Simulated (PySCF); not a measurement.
Polarisability and C₆ of Tl²⁺ (thallium, charge +2)

[Xe] 4f14 5d10 6s1, 2S determinant. Calculation: PySCF 2.14, in aug-cc-pVQZ-PP with one added diffuse shell each of s, p, d, f, g type with ECP60MDF (8s8p6d4f3g, 117 functions); scalar relativity through the core potential. Coupled (time-dependent) response in atomic units; α is the mean over directions.

```tsv
method	mean α (bohr³)	C₆ (like pair)	S(−4)
revPBE	12.22	76.60	52.96
```

S(−4) is the Cauchy moment in α(ω) = α(0) + S(−4) ω² + …

α(iu) at revPBE:

| u (hartree) | α(iu) (bohr³) |
| --- | --- |
| 0 | 12.22 |
| 0.0500 | 12.09 |
| 0.100 | 11.73 |
| 0.200 | 10.57 |
| 0.300 | 9.268 |
| 0.500 | 7.152 |
| 0.750 | 5.440 |
| 1.00 | 4.325 |
| 1.50 | 2.950 |
| 2.00 | 2.132 |
| 3.00 | 1.237 |
| 5.00 | 0.5451 |

A single London oscillator, α(iu) = α/(1 + u²/ω²), gives C₆ = (3/4) ω α². Matching the computed C₆ needs ω = 4 × 76.60 / (3 × 12.22²) = 0.684 hartree.

For an ion, C₆ is the dispersion term alone; charge-induced terms of lower order in 1/R come first.

Energies and moments cover only the electrons outside the core potential. Spin-orbit coupling, which splits the p, d and f shells strongly at this Z, is absent.
